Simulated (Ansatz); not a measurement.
Cost and result up the ladder for the cluster Ca₂Te₂ (4 atoms). The state is a singlet with charge 0. Geometry: PBE-D4/def2-SVP.

```xyz
4

Ca   -1.051   -0.778   -1.499
Ca   -1.098    0.768    1.469
Te    1.077    1.259   -0.639
Te    1.071   -1.249    0.668
```

Ansatz on 4 threads of Arm Neoverse V2 on a shared host. Times are rough, and most runs start from the orbitals of an earlier one. No level here is sound enough to serve as a yardstick. Binding counts from free atoms at the same level (Ca singlet, Te triplet; other spins of the atoms weren't run), without zero-point energy or a counterpoise term.

In the def2 sets Te takes a core potential; there is no spin–orbit coupling. HSE06 is defined as in plane-wave codes, on full-range PBE exchange. Correlated methods freeze 18 core orbitals; core or outer-core shells of Ca, Te are correlated, in sets that lack core-valence functions. Another isomer (singlet) lies 2.06 eV lower at PBE0-D4/def2-TZVP; other spin states weren't run for this one.

Run but left out: BHLYP-D4/def2-TZVP (restricted singlet, unstable in another Hartree–Fock run and untested here).

Correlated methods converge slowly with the basis.

| level | functions | binding energy per atom (eV) | remarks |
| --- | --- | --- | --- |
| PBE-D4/def2-TZVP (with forces) | 172 | 2.05 | restricted SCF unstable in HF |
| CCSD(T)/def2-TZVPP | 172 | 1.62 | restricted SCF unstable |
| HSE06-D4/def2-TZVP | 172 | 1.95 | restricted SCF unstable in HF |
| PBE0-D4/def2-TZVP | 172 | 1.94 | restricted SCF unstable in HF |
| r2SCAN-D4/def2-TZVP | 172 | 2.03 | restricted SCF unstable in HF |

(1) Estimate how long each takes.

Results:

(1) PBE-D4/def2-TZVP (with forces) 2.5 s; PBE0-D4/def2-TZVP 3.4 s; HSE06-D4/def2-TZVP 3.5 s; r2SCAN-D4/def2-TZVP 5.5 s; CCSD(T)/def2-TZVPP 1.9 min. On shared hardware such times vary by a factor of up to 3.
